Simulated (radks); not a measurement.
Values are calculated unless marked as measured or tabulated.
Q: The mean radii <r> (bohr) of the occupied orbitals of an atom or ion are listed with their occupations. Code: a radial shooting solver on a logarithmic mesh with Libxc functionals. Model: non-relativistic Kohn-Sham, PBEsol, spin-polarised, spherical densities, point nucleus.

| orbital | occ. | <r> |
|---|---|---|
| 1s up | 1 | 0.1998 |
| 1s down | 1 | 0.1994 |
| 2s up | 1 | 0.9743 |
| 2s down | 1 | 0.9862 |
| 2p up | 1 | 0.9133 |

Name the element and its charge. Open shells, if any, are filled with parallel spins first.

A: Z = 8, oxygen, charge +3: O3+ in [He] 2s2 2p1. The 1s radius gives Z: for a bare nucleus <r> = 1.5/Z, 0.1875 bohr for Z = 8, and screening makes it slightly larger (0.1998 here). The occupations add up to 5, and the charge is Z minus that.
